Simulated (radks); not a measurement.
The numbers below are computed, except where a source is named.
All-electron atom: the samarium ion Sm20+ in [Kr] 4d6 (the NIST ground configuration). Level of theory: non-relativistic Kohn-Sham, PBE, spin-polarised, spherical densities, point nucleus; open shells are filled with parallel spins first (spin-orbit coupling, left out, can overturn this in heavy ions); relativity is left out, which matters for an element this heavy (a radial shooting solver on a logarithmic mesh with Libxc functionals). Some entries of the table are withheld. Estimate them.

orbital  occ.  eigenvalue (hartree)  <r> (bohr)
1s up       1             -1638.467     0.02448
1s down     1             -1638.465     0.02448
2s up       1             -275.5925      0.1044
2s down     1             -275.4842      0.1044
2p up       3             -262.7083     0.08859
2p down     3             -262.6268     0.08857
3s up       1             -75.30304      0.2696
3s down     1             -75.25081      0.2694
3p up       3             -69.65397      0.2592
3p down     3             -69.59769      0.2590
3d up       5             -59.17954      0.2305
3d down     5             -59.09408      0.2304
4s up       1                   (1)      0.5764
4s down     1                   (2)      0.5771
4p up       3             -26.43502      0.5825
4p down     3             -26.16802      0.5835
4d up       5                   (3)         (4)
4d down     1                   (5)         (6)

Answer. 
(1) 4s up eigenvalue (hartree): -28.70531
(2) 4s down eigenvalue (hartree): -28.43630
(3) 4d up eigenvalue (hartree): -22.39402
(4) 4d up <r> (bohr): 0.5908
(5) 4d down eigenvalue (hartree): -22.13042
(6) 4d down <r> (bohr): 0.5922
